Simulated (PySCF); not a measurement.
# Reading the logs of faulty runs: B2CH5N

These are calculations, not measurements. They come from PySCF 2.14.0, an open-source quantum chemistry program, on an isolated molecule that a program drew, which may never have been made. The molecule is B2CH5N (charge 0, singlet), drawn as the SMILES string `BNB=C`.

Each row is a Hartree-Fock (HF) and frozen-core CCSD(T) single point in the cc-pVDZ basis, meant for a local HF minimum. Run 1 is clean. Each other run has one planted mistake out of seven kinds, and not every kind appears here: one electron removed, one electron added, multiplicity raised by two, geometry at a saddle point, minimal basis STO-3G, one bond length entered in bohr, all coordinates scaled. The reference is restricted for singlets and unrestricted otherwise, and also for a bond in bohr. Adding or removing an electron swaps singlet and doublet. Electrons count all cores. HOMO and LUMO are orbital energies over both spins, the gradient is its largest component, and the lowest frequency (negative if imaginary) is given only where the gradient is small. Bond lengths are over the 8 bonds as drawn. T1 is the CCSD diagnostic: over 0.02 (restricted) or 0.045 (unrestricted) a single reference is doubtful.

Geometry of the clean run:
```xyz
9
B2CH5N, angstrom
B    -1.4460    1.2475    0.2709
N    -0.8914    2.2654   -0.5567
B     0.3155    2.1907   -1.2450
C     1.5158    2.1262   -1.9347
H    -2.4998    1.4483    0.8047
H    -0.8490    0.2220    0.4118
H    -1.4132    3.1158   -0.6578
H     1.5739    1.7409   -2.9460
H     2.4490    2.4511   -1.4896
```

```
run,electrons,basis functions,<S^2>,HOMO (eV),LUMO (eV),gradient (hartree/bohr),lowest frequency (cm^-1),mean bond (Å),longest bond (Å),T1,HF (hartree),CCSD(T) (hartree),mistake
1,28,81,0.000,-8.48,2.58,4.2e-05,207,1.2207,1.424,0.0133,-144.61829,-145.13476,no fault
2,29,81,0.789,0.86,9.32,5.2e-02,-,1.2207,1.424,0.0199,-144.55349,-145.09441,one electron added
3,28,81,0.000,-8.18,3.06,3.4e-05,-528,1.2219,1.413,0.0161,-144.59981,-145.11615,geometry at a saddle point
4,28,81,2.040,-4.90,0.76,7.6e-02,-,1.2207,1.424,0.0200,-144.50705,-145.00187,multiplicity raised by two
5,28,81,0.000,-8.55,2.66,1.5e-02,-,1.1999,1.400,0.0128,-144.61550,-145.12823,all coordinates scaled
6,28,25,0.000,-6.52,6.67,5.0e-02,-,1.2207,1.424,0.0164,-142.78825,-143.03107,?
```

**Which mistake was planted in run 6, and what did it cost?**

It has 25 basis functions where the clean run has 81, with the same electrons and geometry. So the mistake is: minimal basis STO-3G. Subtracting run 1 and multiplying by 627.51 kcal/mol a hartree, the energy moved by 1148.4 kcal/mol in HF and 1320.1 kcal/mol in CCSD(T).

Cautions from the logs. Run 2: the HOMO is above zero, so the electron isn't bound and the energy depends on the basis.
